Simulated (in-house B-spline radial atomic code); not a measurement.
Ionising Hg9+ with different functionals

Computed with a radial B-spline atomic code at the basis-set limit: four-component Dirac-Coulomb Hamiltonian, Fermi nucleus of rms radius 5.4648 fm, spin-restricted, spherical fractional occupations for the functionals. The ionisation energy is the difference of two self-consistent energies, [Xe] 4f14 5d3 → [Xe] 4f14 5d2, without Breit or QED terms; ε is the level of the shell that loses the electron (mean over j). The electron is taken from both j subshells in proportion to 2j + 1, so the result is a j average, not the step between ground levels.

Hybrids are left out here: with spherical fractional occupations of an open shell their exact exchange keeps a self-interaction that integer-occupation calculations don't have.

```tsv
method	rung	ΔSCF (eV)	-ε(5d) (eV)
LDA VWN5	LDA	152.44	142.98
relativistic LDA	LDA	152.42	142.97
LDA PW92	LDA	152.43	142.97
LDA exchange-only	LDA	150.53	141.08
PBE	GGA	152.05	142.61
PBEsol	GGA	152.10	142.66
BLYP	GGA	151.91	142.45
RPBE	GGA	151.98	142.54
PW91	GGA	152.17	142.72
BP86	GGA	152.15	142.71
AM05	GGA	152.15	142.70
OLYP	GGA	152.49	143.03
```

(1) How do they compare with the NIST value?

## Answers

(1) NIST lists 153 eV ± 2.2 (tabulated theory, ground level to ground level). Errors run from -2.47 to -0.51 eV; all lie within about twice that uncertainty, so the table can't rank the methods.
